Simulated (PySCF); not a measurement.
**Computed structure and properties of [Yb(H2O)]2+**

System: [Yb(H2O)]2+ (singlet); start: template (C2v). Method: PySCF 2.14.0, RKS PBE0, Yb def2-SVP with ECP28, O def2-SVP, H def2-SVP; non-relativistic Hamiltonian with scalar-relativistic core potentials where named; density fitting; no spin-orbit coupling.

Input of the relaxation:

```python
mol = gto.M(atom='''
Yb     0.00000     0.00000    -0.24617
O      0.00000     0.00000     2.31133
H      0.77000    -0.00000     2.90133
H     -0.77000     0.00000     2.90133''',
    basis={'Yb': 'def2-SVP', 'O': 'def2-SVP', 'H': 'def2-SVP'},
    ecp={'Yb': 'def2-SVP'},
    charge=2, spin=0)
mf = dft.RKS(mol, xc='PBE0')
mf.grids.atom_grid = (50, 194)  # f atoms: unpruned, at least (60, 302)
mf = mf.density_fit()  # fitting sets: Yb def2-universal-JKFIT, O def2-universal-JKFIT, H def2-universal-JKFIT
mf.conv_tol = 1e-08; mf.max_cycle = 55
mf.kernel(dm0)  # dm0: converged density of the start geometry
# quasi-Newton relaxation in Cartesian coordinates to a largest gradient under 0.00045 Eh/bohr, steps kept in the point group
```

Run from Python with OMP_NUM_THREADS=2; the lines above give its settings. Where DIIS fails, smearing, a level shift and second-order steps follow.
It took 110 s on 2 threads of Intel(R) Xeon(R) Processor @ 2.50GHz (Skylake/Cascade Lake), on a shared host, from the converged density of the start.

Course of the relaxation:

```csv
step,energy above end (eV),largest force component within the symmetry (eV/Å)
0,0.2097,1.418
1,0.1358,1.047
2,0.0482,1.584
3,0.0081,0.324
4,0.0007,0.087
5,0.0000,0.040
6,0.0000,0.011
```

Relaxed geometry (C2v):

```xyz
4

Yb    0.0000    0.0000   -0.0386
O     0.0000    0.0000    2.2323
H     0.7681    0.0000    2.8370
H    -0.7681    0.0000    2.8370
```

```tsv
contact	Å
Yb1–O2 (H2O)	2.271
```

On the finer grid (75, 302):

The HOMO is -18.61 eV and the LUMO is -12.28 eV. The dipole about the centre of mass is 2.39 D and the set of Mulliken populations of Yb1 outside the core potential is s 4.05, p 12.05, d 10.13, f 14.00. The D3(BJ) dispersion energy (not in the energies) is -0.058 eV.

```csv
atom,Mulliken (e),Löwdin (e),spin (e)
Yb1,1.77,1.61,0.00
O2,-0.33,0.05,0.00
H3,0.28,0.17,0.00
H4,0.28,0.17,0.00
```

On the grid (50, 194), as all that follows. Harmonic modes: a minimum; lowest 360 cm⁻¹ (negative: unstable), highest 3752 cm⁻¹, zero-point energy 0.660 eV.

Taking off one H2O (charge 0, singlet; the rest: singlet) in vacuum, both parts rigid, costs 2.76 eV; the small basis without counterpoise inflates it. Parting with an electron moved from the ligand to the metal can be far cheaper, even downhill.

Rigid scan of H2O along the line from its metal:

```json
{"distance to O2 (Å)": "1.97", "energy (eV)": "0.574"}
{"distance to O2 (Å)": "2.07", "energy (eV)": "0.215"}
{"distance to O2 (Å)": "2.17", "energy (eV)": "0.046"}
{"distance to O2 (Å)": "2.27", "energy (eV)": "0.000"}
{"distance to O2 (Å)": "2.37", "energy (eV)": "0.033"}
{"distance to O2 (Å)": "2.47", "energy (eV)": "0.115"}
{"distance to O2 (Å)": "2.67", "energy (eV)": "0.355"}
```

One start shape was tried, so this needn't be the lowest isomer.
